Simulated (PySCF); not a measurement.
A PySCF script (with the pyscf-properties extension) for the NMR shieldings of `C[C@@H]1C[C@H]2[C@H](Cl)[C@H]21`, C₆H₉Cl, on a GFN2-xTB geometry:

```python
import basis_set_exchange as bse
import numpy as np
from pyscf import gto, dft
from pyscf.prop import nmr

atoms = """
C     1.957888   -0.067800    0.537502
C     0.683822   -0.357161   -0.234740
C     0.036191    0.888413   -0.889388
C    -1.180074    0.711505    0.009723
C    -1.760033   -0.648395   -0.224860
Cl   -3.278958   -1.008580    0.574852
C    -0.554960   -0.503918    0.649623
H     1.794542    0.741456    1.245293
H     2.756259    0.219609   -0.142818
H     2.274289   -0.950631    1.089059
H     0.844076   -1.195841   -0.917676
H    -0.161242    0.823111   -1.959106
H     0.588445    1.801684   -0.681739
H    -1.757859    1.507984    0.447461
H    -1.700465   -1.129130   -1.192750
H    -0.549519   -0.823361    1.678154
"""
names = dict.fromkeys(["C", "Cl", "H"], "pcSseg-1")
basis = {el: gto.basis.parse(bse.get_basis(n, elements=[el], fmt="nwchem")) for el, n in names.items()}
mol = gto.M(atom=atoms, basis=basis, charge=0, verbose=0)
mf = dft.RKS(mol, xc="PBE0")
mf.grids.level = 2
mf.grids.alignment = dft.numint.BLKSIZE   # the property module wants whole blocks of grid points
mf.conv_tol = 1e-9
mf.kernel()

calc = nmr.RKS(mf)   # GIAO
C = mf.mo_coeff
Co = C[:, mf.mo_occ > 0]
resp = mf.gen_response(singlet=True, hermi=2)
def vind(x):   # induced exchange potential for any number of trial vectors
    d = np.einsum("pi,xij,qj->xpq", C, 2 * x.reshape(-1, C.shape[1], Co.shape[1]), Co, optimize=True)
    return np.einsum("xpq,pi,qj->xij", resp(d - d.transpose(0, 2, 1)), C, Co, optimize=True).ravel()
mo1, _ = nmr.rhf.solve_mo1(calc, with_cphf=vind)
sigma = calc.kernel(mo1)
for i, s in enumerate(sigma):   # ppm
    print("%2d %-2s %9.2f" % (i, mol.atom_pure_symbol(i), np.trace(s) / 3))
```

Q: What are the results?

A: 
```
 0 C     163.95
 1 C     154.03
 2 C     154.57
 3 C     161.72
 4 C     140.96
 5 Cl    845.54
 6 C     152.37
 7 H      30.61
 8 H      30.50
 9 H      30.40
10 H      30.05
11 H      30.10
12 H      30.29
13 H      30.12
14 H      28.95
15 H      30.19
```

These numbers come from an equivalent density-fitted implementation of the same equations, which agrees with the script to about 0.01 ppm for H and up to a few tenths of a ppm for heavy atoms, so last digits may differ.

Size and cost of the density-fitted run: 171 basis functions, 19 s wall time on 1 thread of an Arm Neoverse V2, shared host; peak memory 0.77 GiB.
